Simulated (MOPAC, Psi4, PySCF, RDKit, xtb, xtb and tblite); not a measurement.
Two geometries of C₄H₁₂OSi, SMILES CCC[SiH2]OC, relaxed at GFN2-xTB with one dihedral held; other torsions can differ between them too.

Structure A

```
18

C      3.1531     0.0588    -0.0162
C      1.7468    -0.5195    -0.0802
C      0.6686     0.5290     0.1696
Si     0.6863     1.9533    -1.0764
O     -0.7815     2.6123    -0.8541
C     -1.3039     3.7371    -1.4874
H      3.3099     0.5687     0.9318
H      3.8963    -0.7307    -0.1083
H      3.3070     0.7744    -0.8188
H      1.6565    -1.3162     0.6643
H      1.5915    -0.9709    -1.0625
H     -0.3080     0.0421     0.1494
H      0.7932     0.9237     1.1798
H      0.8461     1.4909    -2.4636
H      1.7357     2.9513    -0.8201
H     -2.3024     3.9195    -1.0888
H     -1.3697     3.5793    -2.5666
H     -0.6770     4.6131    -1.3047
```

Structure B

```
18

C      3.1229     0.1902     0.0586
C      1.7881    -0.5310    -0.0694
C      0.6047     0.4187     0.0970
Si     0.2243     1.4065    -1.4701
O     -1.0936     2.2499    -1.0370
C     -1.8078     3.1585    -1.8139
H      3.2057     0.6629     1.0349
H      3.9498    -0.5078    -0.0550
H      3.2132     0.9594    -0.7038
H      1.7423    -1.3095     0.6982
H      1.7321    -1.0266    -1.0400
H     -0.2810    -0.1641     0.3587
H      0.7943     1.0799     0.9431
H     -0.0631     0.5246    -2.6117
H      1.3018     2.3165    -1.8862
H     -2.6256     3.5537    -1.2103
H     -2.2179     2.6719    -2.7021
H     -1.1671     3.9825    -2.1368
```

### Question
Which is lower in energy at the level PBE0-D3(BJ)/def2-SVP // GFN2-xTB (Psi4), and by how much?

### Answer
A is lower, by 1.96 kJ/mol (dihedral C1–C2–C3–Si4: 60° in A, 80° in B).

E(B) − E(A) in kJ/mol at the other levels, on the same two geometries: GFN2-xTB (xtb and tblite) 1.74; MMFF94 // GFN2-xTB (RDKit) -5.36; PBE0/def2-SVP // GFN2-xTB (Psi4) 1.58; PBE/def2-SVP // GFN2-xTB (Psi4) 1.51; PBE-D3(BJ)/def2-SVP // GFN2-xTB (Psi4) 1.94; UFF // GFN2-xTB (RDKit) -2.15; PM3, restricted, heats of formation // GFN2-xTB (MOPAC) -0.14; PM6, restricted, heats of formation // GFN2-xTB (MOPAC) -0.39; GFN1-xTB // GFN2-xTB (xtb) 1.73; restricted B3LYP/6-31G*, spherical d, density fitting // GFN2-xTB (PySCF) 0.91; restricted Hartree-Fock/6-31G*, spherical d, density fitting // GFN2-xTB (PySCF) 0.78; restricted Hartree-Fock/LANL2DZ, with its core potentials past Ne // GFN2-xTB (PySCF) 1.34; restricted M06-2X/6-31G*, spherical d, density fitting // GFN2-xTB (PySCF) 2.41.

MMFF94 has few fitted parameters for silicon.
